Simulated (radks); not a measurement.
Excited configurations of N I: one electron is placed in a higher orbital outside [He] 2s2 2p2. The ground configuration is [He] 2s2 2p3. Calculated with a radial shooting solver on a logarithmic mesh with Libxc functionals: scalar-relativistic Kohn-Sham, SCAN, spin-unpolarised, spherical densities, finite nucleus; meta-GGA in the generalised Kohn-Sham scheme; Fermi nuclear charge, rms radius 2.5582 fm. Excitation = E - E(ground); binding = E(ion) - E, where the ion is the core of charge +1; n* = 1/sqrt(2 binding) in atomic units, and the quantum defect is n - n*.

outer orbital	excitation (eV)	binding (eV)	n*	quantum defect	eigenvalue (eV)	<r> (bohr)
4d	12.788	0.874	3.946	0.054	-0.490	20.78
5f	13.098	0.564	4.912	0.088	-0.323	31.78
6d	13.242	0.420	5.694	0.306	-0.262	49.76
7p	13.279	0.383	5.957	1.043	-0.253	57.35
7f	13.352	0.310	6.625	0.375	-0.195	66.89

The Delta-SCF ionisation energy is 13.662 eV (NIST Atomic Spectra Database: 14.534 eV, measured). Self-interaction in the functional shifts the binding energies and quantum defects, so they are the method's values and not measured ones. Spin polarisation and multiplet splitting are left out, so open shells lie too high by an amount that depends on their filling.

Beside tabulated values, note that spin-unpolarised runs miss the spin-polarisation part of the exchange energy of open shells.
